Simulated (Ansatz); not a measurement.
Ideal-gas functions of `[OH][Ge]([F])([Cl])[Cl]` at 800 K and 1 bar, from an Ansatz frequency run at PBE0-D4/def2-TZVP.

Molar mass 179.52 g/mol, point group C1 (symmetry number 1), electronic degeneracy 1, moments of inertia 194.194, 290.108, 340.193 u Å². Harmonic wavenumbers (cm⁻¹, unscaled): 94, 145, 188, 198, 234, 251, 436, 478, 730, 770, 934, 3874.

Use S(trans) = R[1.5 ln M + 2.5 ln T − 1.1517]; rotational temperatures θ = 24.2544 K / I; S(rot) = R[ln(√π/σ · √(T³/θAθBθC)) + 1.5]; for each mode x = 1.438777 ν̃/T, S = R[x/(eˣ − 1) − ln(1 − e⁻ˣ)] and H = RT x/(eˣ − 1); 1 cm⁻¹ = 0.0119627 kJ/mol; R = 8.31446 J/(mol·K).

**Question.** By hand: the entropy, in J/(mol·K).

**Answer.** Translation 194.1. Rotation: θ = 0.1249, 0.0836, 0.0713 K, giving 130.5. Vibration, mode by mode: 23.10, 19.51, 17.37, 16.94, 15.57, 15.00, 10.55, 9.82, 6.62, 6.24, 4.92, 0.06, in all 145.7. Electronic 0.0. Sum 470.3 J/(mol·K).

**Question.** By hand: H − E and G − E in kJ/mol, counted from the electronic energy.

**Answer.** Zero-point energy ½ × 8332 × 0.0119627 = 49.8; thermal vibration 51.1; translation, rotation and pV give 4 RT = 26.6. H − E = 127.5 kJ/mol, and G − E = 127.5 − 800 × 470.3/1000 = -248.7 kJ/mol.

Vibration gives 31 % of the entropy, 42.6 J/(mol·K) of it from the modes under 150 cm⁻¹: soft modes count most, and the harmonic formula is weakest for them. The sum counts one conformer and one mirror image; others add a mixing term.
